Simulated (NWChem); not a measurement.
System: C2H4O3Si; SMILES O=C1O[Si@H](C1)O

```xyz
10

O     -0.2566    -2.4548     0.2762
C     -0.0666    -1.3014     0.0604
C      1.2156    -0.4576     0.1031
Si     0.0669     0.9234    -0.4345
O     -0.2857     2.1881     0.5532
O     -1.0302    -0.4019    -0.3111
H      1.6582    -0.4220     1.1099
H      1.9799    -0.8270    -0.5965
H      0.1494     1.4907    -1.7938
H     -0.4485     2.0253     1.4873
```
Atoms are numbered in this order, from 1.

All runs: NWChem. Geometry: optimised at PBE0/def2-SVP. Vzz is the largest principal value of the second derivative of the potential at the nucleus (NWChem prints the opposite sign); η is the asymmetry. Non-relativistic.

Q: What does the run give for B3LYP/def2-SVP? Quantities: Vzz O1 (a.u.); η O1; Vzz O5 (a.u.); η O5; Vzz O6 (a.u.); η O6.

A: The vzz O1 (a.u.) is -1.530 and the η O1 is 0.25. The vzz O5 (a.u.) comes out as 1.406, the η O5 is 0.48 and the vzz O6 (a.u.) is 1.116. The η O6 is 0.26.
